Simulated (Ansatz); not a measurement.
A nudged elastic band was laid between two geometries of ClF3H3NSi (9 atoms, charge 0, multiplicity 1).

All numbers below come from Ansatz 0.2.0, RKS B3LYP/def2-SVP.

| Item | Value |
| --- | --- |
| movable images | 7 |
| climbing image | yes |
| spring | 5.0 eV/Å² |
| optimiser | quadratic models (default) |
| start path | through a guess of the saddle point |
| force threshold | 0.05 eV/Å |
| iteration limit | 45 |
| end points | relaxed |

First end point:

```xyz
9
Properties=species:S:1:pos:R:3
Si -0.074 -0.001 0.170
Cl 0.544 0.226 2.151
F 1.404 -0.002 -0.505
F -0.652 1.299 -0.623
F -0.528 -1.478 -0.344
N -2.029 -0.009 0.953
H -2.705 -0.128 0.193
H -2.245 0.867 1.433
H -2.164 -0.774 1.618
```

Last end point:

```xyz
9
Properties=species:S:1:pos:R:3
Si -0.549 -0.031 -0.550
Cl -0.362 0.562 3.633
F 0.714 -0.955 -0.226
F -0.118 1.506 -0.635
F -1.065 -0.455 -2.009
N -1.703 -0.203 0.701
H -2.025 -1.140 0.938
H -2.479 0.456 0.731
H -0.863 0.262 2.461
```

(1) What changes between the two ends?

(2) What energy profile does the band end with?

(3) What is the geometry of the highest image?

(4) What are the harmonic wavenumbers there?

## Answers

(1) Bonds broken: Si1–Cl2, N6–H9. Bonds formed: Cl2–H9. ClF3H3NSi becomes ClH + F3H2NSi.

(2) The run converged. The highest image is number 4 of 0 to 8, 1.18 eV above the first end and 0.68 eV above the last; the last end lies 0.50 eV above the first. A vibrational analysis at the climbing image gives one clearly imaginary mode, 564i cm⁻¹: a first-order saddle point. The orbitals stay closed-shell, which can raise the energy where a bond breaks towards radicals; this wasn't checked here.

| image | path coordinate (Å) | energy (eV) | Si1–Cl2 (Å) | N6–H9 (Å) | Cl2–H9 (Å) |
| --- | --- | --- | --- | --- | --- |
| 0 | 0.00 | 0.00 | 2.09 | 1.02 | 2.94 |
| 1 | 1.11 | 0.04 | 2.09 | 1.02 | 2.66 |
| 2 | 2.22 | 0.25 | 2.12 | 1.02 | 2.53 |
| 3 | 3.33 | 0.50 | 2.17 | 1.02 | 2.47 |
| 4 | 4.44 | 1.18 | 2.81 | 1.21 | 1.64 |
| 5 | 5.09 | 0.65 | 3.30 | 1.74 | 1.34 |
| 6 | 5.74 | 0.51 | 3.90 | 2.00 | 1.31 |
| 7 | 6.39 | 0.51 | 4.02 | 2.02 | 1.31 |
| 8 | 7.02 | 0.50 | 4.23 | 2.00 | 1.31 |

(3) 
```xyz
9
Properties=species:S:1:pos:R:3
Si -0.411 0.048 -0.150
Cl 0.191 0.711 2.511
F 0.765 -1.004 0.061
F -0.093 1.588 -0.401
F -1.049 -0.416 -1.560
N -1.833 -0.228 0.947
H -2.158 -1.200 0.963
H -2.632 0.378 0.734
H -1.230 0.123 1.940
```

(4) 564i, 99, 140, 172, 213, 231, 343, 361, 405, 539, 737, 848, 850, 915, 991, 1073, 1368, 1489, 1617, 3459, 3546 cm⁻¹.

The run took 13 min on 2 threads of Intel(R) Xeon(R) Platinum 8259CL CPU @ 2.50GHz (Skylake/Cascade Lake) (shared host), peak memory 0.29 GiB.
